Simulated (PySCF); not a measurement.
C₆H₆SSe, SMILES C=Cc1ccc([SeH])s1, GFN2-xTB optimised geometry.

```
14

C     -2.30    -2.29     0.00
C     -0.97    -2.34     0.00
C     -0.10    -1.20     0.00
C      1.27    -1.20     0.00
C      1.84     0.09     0.00
C      0.90     1.07     0.00
Se     1.23     2.94     0.00
S     -0.71     0.43     0.00
H     -2.82    -1.34     0.00
H     -2.90    -3.18     0.00
H     -0.46    -3.29     0.00
H      1.86    -2.10     0.00
H      2.90     0.28     0.00
H     -0.17     3.29     0.00
```

Density from CAM-B3LYP/def2-TZVP in PySCF 2.14.0 at that geometry.

Minimum of the electron density along straight lines between bonded atoms, close to the bond critical point (lines longer than 1.1 times the sum of covalent radii, or with two minima, are not listed):

```json
[
 {"bond": "C1–C2", "length / Å": "1.330", "ρ at the minimum / e bohr⁻³": "(withheld)", "∇²ρ there / e bohr⁻⁵": "-1.11", "position (fraction from the first atom)": "0.49"},
 {"bond": "C2–C3", "length / Å": "1.436", "ρ at the minimum / e bohr⁻³": "0.294", "∇²ρ there / e bohr⁻⁵": "-0.86", "position (fraction from the first atom)": "0.49"},
 {"bond": "C3–C4", "length / Å": "1.370", "ρ at the minimum / e bohr⁻³": "0.331", "∇²ρ there / e bohr⁻⁵": "-0.97", "position (fraction from the first atom)": "0.51"},
 {"bond": "C4–C5", "length / Å": "1.405", "ρ at the minimum / e bohr⁻³": "0.310", "∇²ρ there / e bohr⁻⁵": "-0.91", "position (fraction from the first atom)": "0.50"},
 {"bond": "C5–C6", "length / Å": "1.365", "ρ at the minimum / e bohr⁻³": "0.331", "∇²ρ there / e bohr⁻⁵": "-0.97", "position (fraction from the first atom)": "0.48"},
 {"bond": "C6–Se7", "length / Å": "1.896", "ρ at the minimum / e bohr⁻³": "0.163", "∇²ρ there / e bohr⁻⁵": "(withheld)", "position (fraction from the first atom)": "0.50"},
 {"bond": "C3–S8", "length / Å": "1.743", "ρ at the minimum / e bohr⁻³": "0.210", "∇²ρ there / e bohr⁻⁵": "-0.42", "position (fraction from the first atom)": "0.47"},
 {"bond": "C6–S8", "length / Å": "1.732", "ρ at the minimum / e bohr⁻³": "0.213", "∇²ρ there / e bohr⁻⁵": "-0.44", "position (fraction from the first atom)": "0.49"},
 {"bond": "C1–H9", "length / Å": "1.078", "ρ at the minimum / e bohr⁻³": "0.288", "∇²ρ there / e bohr⁻⁵": "-1.03", "position (fraction from the first atom)": "0.64"},
 {"bond": "C1–H10", "length / Å": "1.075", "ρ at the minimum / e bohr⁻³": "0.290", "∇²ρ there / e bohr⁻⁵": "-1.05", "position (fraction from the first atom)": "0.65"},
 {"bond": "C2–H11", "length / Å": "1.083", "ρ at the minimum / e bohr⁻³": "0.287", "∇²ρ there / e bohr⁻⁵": "-1.03", "position (fraction from the first atom)": "0.65"},
 {"bond": "C4–H12", "length / Å": "1.076", "ρ at the minimum / e bohr⁻³": "0.289", "∇²ρ there / e bohr⁻⁵": "-1.05", "position (fraction from the first atom)": "0.65"},
 {"bond": "C5–H13", "length / Å": "1.076", "ρ at the minimum / e bohr⁻³": "0.289", "∇²ρ there / e bohr⁻⁵": "-1.05", "position (fraction from the first atom)": "0.65"},
 {"bond": "Se7–H14", "length / Å": "1.446", "ρ at the minimum / e bohr⁻³": "(withheld)", "∇²ρ there / e bohr⁻⁵": "-0.35", "position (fraction from the first atom)": "0.63"}
]
```

Problem. What belongs in the gaps?

Solution. 
- C1–C2, ρ at the minimum / e bohr⁻³: 0.356
- C6–Se7, ∇²ρ there / e bohr⁻⁵: -0.18
- Se7–H14, ρ at the minimum / e bohr⁻³: 0.186
